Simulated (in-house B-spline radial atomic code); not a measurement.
Configurations of I2+, with energies counted from [Kr] 4d10 5s2 5p3. Computed with a radial B-spline atomic code at the basis-set limit: Dirac-Hartree-Fock, average of configuration, Fermi nucleus of rms radius 4.75 fm. Energies include first-order Breit, QED and recoil terms.

Occupations are held fixed; configurations that lie above the ionisation limit could autoionise.

| configuration | E - E(ref) (eV) | highest orbital | its <r> (bohr) |
| --- | --- | --- | --- |
| [Kr] 4d10 5s1 5p4 | 12.483 | 5p3/2 | 2.249 |
| [Kr] 4d10 5s2 5p2 9g1 | 27.018 | 9g7/2 | 37.07 |
| [Kr] 4d10 5s1 5p3 6f1 | 36.954 | 6f5/2 | 13.28 |
| [Kr] 4d9 5s2 5p3 6f1 | 75.274 | 6f7/2 | 12.5 |
| [Ar] 3d9 4s2 4p6 4d10 5s2 5p3 9s1 | 651.4 | 9s1/2 | 17.61 |

Problem. Order these further configurations by energy, lowest first.
A. [Ar] 3d9 4s2 4p6 4d10 5s2 5p3 7f1
B. [Kr] 4d9 5s2 5p3 7g1
C. [Kr] 4d10 5s1 5p3 8f1
D. [Kr] 4d9 5s2 5p4
E. [Kr] 4d9 5s2 5p3 6g1

Solution. C (38.689 eV), D (48.987 eV), E (75.924 eV), B (76.828 eV), A (651.93 eV).

Problem. How far above the reference does [Kr] 4d10 5s2 5p2 7d1 lie?

Solution. 23.653 eV; its least bound orbital is 7d5/2 with <r> = 11.71 bohr.
